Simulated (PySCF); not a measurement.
Compound: C₆H₁₁O₂P.
SMILES with atom numbers: `[O:1]=[P@@H:2]([CH2:3][OH:4])[C:5]1=[CH:6][CH2:7][CH2:8][CH2:9]1` (hydrogens: H10 on P2; H11, H12 on C3; H13 on O4; H14 on C6; H15, H16 on C7; H17, H18 on C8; H19, H20 on C9)

The closed-shell ground state was solved at several levels (PySCF, density fitting, gas phase, non-relativistic). The structure is a single PBE0-D3(BJ)/def2-SVP conformer in the gas phase; no vibrational or solvent corrections.

```json
{"level": "B3LYP/def2-SVPD", "basis functions": "278", "HOMO (eV)": "-7.31", "LUMO (eV)": "-1.16", "gap (eV)": "6.15", "dipole (D)": "5.29"}
{"level": "PBE0/pcSseg-1", "basis functions": "215", "HOMO (eV)": "-7.42", "LUMO (eV)": "-0.91", "gap (eV)": "6.51", "dipole (D)": "5.20"}
```

(1) What might KT2/pcSseg-1 (215 basis functions) give for the same quantities?

(2) Over all these levels, which gives the widest orbital gap and which the narrowest?

(3) How far do the dipole and the HOMO energy spread over the levels?

Results:

(1) HOMO -6.09 eV, LUMO -1.85 eV, gap 4.24 eV, dipole 4.84 D.

(2) PBE0/pcSseg-1 (global hybrid, 25 % exact exchange) has the widest, 6.51 eV, and KT2/pcSseg-1 (GGA) the narrowest, 4.24 eV. The two share the basis. From the narrowest to the widest the HOMO moves by -1.33 eV and the LUMO by +0.94 eV.

(3) The dipole runs from 4.84 to 5.29 D (mean 5.11 D) and the HOMO from -7.42 to -6.09 eV.
